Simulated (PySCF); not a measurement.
CdCl2, singlet, geometry from GFN2-xTB (such geometries of metal compounds can be far from the true shape) (core potentials on Cd); DF-B3LYP/def2-TZVP (PySCF).

The PySCF input:
```python
from pyscf import gto, scf, dft

mol = gto.Mole()
mol.atom = '''
    Cd   -0.39671305    0.18389913   -0.31449633
    Cl    1.79622522    0.09929264   -0.90545355
    Cl   -0.67609427   -0.61853724    1.79344318
'''
mol.basis = 'def2-tzvp'
mol.ecp = {'Cd': 'def2-tzvp'}
mol.verbose = 4
mol.build()

mf = dft.RKS(mol)
mf.xc = 'b3lyp'
mf = mf.density_fit(auxbasis='def2-universal-jkfit')
mf.kernel()
```

What the program printed (banner, timings and long lists left out):

```
PySCF version 2.14.0

[INPUT] verbose = 4
[INPUT] num. atoms = 3
[INPUT] num. electrons = 54
[INPUT] charge = 0
[INPUT] spin (= nelec alpha-beta = 2S) = 0
[INPUT] symmetry False subgroup None
[INPUT] Mole.unit = angstrom
[INPUT] Symbol           X                Y                Z      unit          X                Y                Z       unit  Magmom
[INPUT]  1 Cd    -0.396713050000   0.183899130000  -0.314496330000 AA   -0.749679014541   0.347518990246  -0.594311930881 Bohr   0.0
[INPUT]  2 Cl     1.796225220000   0.099292640000  -0.905453550000 AA    3.394373723837   0.187635895785  -1.711059228015 Bohr   0.0
[INPUT]  3 Cl    -0.676094270000  -0.618537240000   1.793443180000 AA   -1.277633004688  -1.168865981444   3.389116430169 Bohr   0.0

nuclear repulsion = 199.331011651509
number of shells = 40
number of NR pGTOs = 191
number of NR cGTOs = 114
basis = def2-tzvp
ecp = {'Cd': 'def2-tzvp'}

******** <class 'pyscf.df.df_jk.DFRKS'> ********
method = DFRKS
initial guess = minao
damping factor = 0
level_shift factor = 0
DIIS = <class 'pyscf.scf.diis.CDIIS'>
diis_start_cycle = 1
diis_space = 8
diis_damp = 0
SCF conv_tol = 1e-09
SCF conv_tol_grad = None
SCF max_cycles = 50
direct_scf = False
XC library pyscf.dft.libxc version 7.1.2
    S. Lehtola, C. Steigemann, M. J. T. Oliveira, and M. A. L. Marques,  SoftwareX 7, 1–5 (2018)
XC functionals = b3lyp
    P. J. Stephens, F. J. Devlin, C. F. Chabalowski, and M. J. Frisch,  J. Phys. Chem. 98, 11623 (1994)
radial grids:
    Treutler-Ahlrichs [JCP 102, 346 (1995); DOI:10.1063/1.469408] (M4) radial grids

becke partition: Becke, JCP 88, 2547 (1988); DOI:10.1063/1.454033
pruning grids: <function nwchem_prune>
grids dens level: 3
symmetrized grids: False
atomic radii adjust function: <function treutler_atomic_radii_adjust>
small_rho_cutoff = 0
Set gradient conv threshold to 3.16228e-05
Initial guess from minao.
tot grids = 60152
******** <class 'pyscf.df.df.DF'> ********
auxbasis = def2-universal-jkfit
init E= -1076.21466330713
  HOMO = -0.690317793649495  LUMO = -0.655838316283973  gap/eV = 0.93823
cycle= 1 E= -1086.44011431859  delta_E= -10.2  |g|= 3.57  |ddm|= 5.97
  HOMO = 0.206902237153547  LUMO = 0.214646335908945  gap/eV = 0.21073
cycle= 2 E= -1059.65000105712  delta_E= 26.8  |g|= 8.32  |ddm|= 14.8
  HOMO = -0.398480490100667  LUMO = -0.335961519738203  gap/eV = 1.70123
cycle= 3 E= -1087.79221874898  delta_E= -28.1  |g|= 1.49  |ddm|= 14.4
  HOMO = -0.375361615099696  LUMO = -0.109227133053167  gap/eV = 7.24189
cycle= 4 E= -1088.15636838933  delta_E= -0.364  |g|= 0.791  |ddm|= 3.02
  HOMO = -0.273929404370337  LUMO = -0.131238153174905  gap/eV = 3.88283
cycle= 5 E= -1088.33185294926  delta_E= -0.175  |g|= 0.175  |ddm|= 0.896
  HOMO = -0.296059859501451  LUMO = -0.154856559735421  gap/eV = 3.84234
cycle= 6 E= -1088.3366303829  delta_E= -0.00478  |g|= 0.0212  |ddm|= 0.17
  HOMO = -0.296652405435844  LUMO = -0.15394760887321  gap/eV = 3.88320
cycle= 7 E= -1088.33671791704  delta_E= -8.75e-05  |g|= 0.0106  |ddm|= 0.0214
  HOMO = -0.29728894511659  LUMO = -0.15379021302077  gap/eV = 3.90480
cycle= 8 E= -1088.33673904716  delta_E= -2.11e-05  |g|= 0.00247  |ddm|= 0.00752
  HOMO = -0.297054965950536  LUMO = -0.153737895432016  gap/eV = 3.89986
cycle= 9 E= -1088.3367402282  delta_E= -1.18e-06  |g|= 0.000461  |ddm|= 0.00187
  HOMO = -0.29699850687414  LUMO = -0.153697060270986  gap/eV = 3.89943
cycle= 10 E= -1088.33674027559  delta_E= -4.74e-08  |g|= 9.8e-05  |ddm|= 0.000501
  HOMO = -0.297005959000752  LUMO = -0.153707496040184  gap/eV = 3.89935
cycle= 11 E= -1088.33674027886  delta_E= -3.26e-09  |g|= 2.43e-05  |ddm|= 0.000169
  HOMO = -0.297002848894854  LUMO = -0.153709091649645  gap/eV = 3.89922
cycle= 12 E= -1088.33674027906  delta_E= -1.98e-10  |g|= 7.06e-06  |ddm|= 4.03e-05
  HOMO = -0.297003401800411  LUMO = -0.153709280649508  gap/eV = 3.89923
Extra cycle  E= -1088.33674027906  delta_E= -2.27e-13  |g|= 6.61e-06  |ddm|= 1.09e-05
converged SCF energy = -1088.33674027906
```
